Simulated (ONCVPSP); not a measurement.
# PBEsol ONCV dataset for Pt, fully relativistic all-electron reference.

Input for ONCVPSP 4.0.1:

```
# ATOM AND REFERENCE CONFIGURATION
# atsym  z   nc   nv     iexc    psfile
  Pt 78.00   10    4  -116133      upf
#
#   n    l    f
    1    0    2.00
    2    0    2.00
    2    1    6.00
    3    0    2.00
    3    1    6.00
    3    2   10.00
    4    0    2.00
    4    1    6.00
    4    2   10.00
    4    3   14.00
    5    0    2.00
    5    1    6.00
    5    2    9.00
    6    0    1.00
#
# PSEUDOPOTENTIAL AND OPTIMIZATION
# lmax
    2
#
#   l,   rc,      ep,       ncon, nbas, qcut
    0    1.25    0.00    4    7   11.00
    1    1.60    0.00    4    6    7.00
    2    1.90    0.00    4    9    8.90
#
# LOCAL POTENTIAL
# lloc, lpopt,  rc(5),   dvloc0
    4    3    1.20    0.00
#
# VANDERBILT-KLEINMAN-BYLANDER PROJECTORs
# l, nproj, debl
    0    2    0.60
    1    3    1.40
    2    3    2.80
#
# MODEL CORE CHARGE
# icmod, fcfact, rcfact
    1    0.45    0.00
#
# LOG DERIVATIVE ANALYSIS
# epsh1, epsh2, depsh
   -5.00    5.00    0.04
#
# OUTPUT GRID
# rlmax, drl
    6.00    0.01
#
# TEST CONFIGURATIONS
# ncnf
    4
# nvcnf
#   n    l    f
    4
    5    0    2.00
    5    1    6.00
    5    2    9.00
    6    0    0.00
#
    4
    5    0    2.00
    5    1    6.00
    5    2    8.00
    6    0    0.00
#
    4
    5    0    2.00
    5    1    6.00
    5    2    7.00
    6    0    0.00
#
    4
    5    0    2.00
    5    1    6.00
    5    2    6.00
    6    0    0.00
#
```

Command:

```bash
oncvpspr.x < Pt.dat > Pt.out
```

Output (shortened: citation, most of the input echo, consistency checks and plot data are left out):

```
ONCVPSP  (Optimized Norm-Conservinng Vanderbilt PSeudopotential)
relativistic version 4.0.1

#   n    l    f        energy (Ha)
    1    0    2.00    -2.8769894D+03
    2    0    2.00    -5.0502355D+02
    2    1    6.00    -4.2049817D+02    -4.8401111D+02
    3    0    2.00    -1.1860704D+02
    3    1    6.00    -9.5224614D+01    -1.0918486D+02
    3    2   10.00    -7.6538811D+01    -7.9548146D+01
    4    0    2.00    -2.5473112D+01
    4    1    6.00    -1.8150837D+01    -2.1479039D+01
    4    2   10.00    -1.0994590D+01    -1.1613414D+01
    4    3   14.00    -2.5142493D+00    -2.6412078D+00
    5    0    2.00    -3.7351825D+00
    5    1    6.00    -1.9101519D+00    -2.4609324D+00
    5    2    9.00    -2.0848830D-01    -2.5742999D-01
    6    0    1.00    -2.0996966D-01

Reference configufation results
  iterations    27
  all-electron total energy (Ha)   -1.84415832D+04

Begin loop to  construct optimized pseudo wave functions
and semi-local pseudopoentials for all angular momenta

Calculating optimized projector #   1

 for l=   0

    Fraction of norm inside rc  0.841551
    Optimizing pswf for qcut=  11.01 a_B^-1,  ecut=  60.57 Ha
    Residual kinetic energy error=  4.76D-07 Ha
 ERROR pspot:  first pseudo wave function has node,          program will stop
 ERROR pspot: try changing psp parameters for this l
```

The run stopped because the optimised pseudo-wave of the first projector has a node, so the radial equation cannot be inverted for a potential.

The run took about 0.32 s on one core of a shared server CPU.
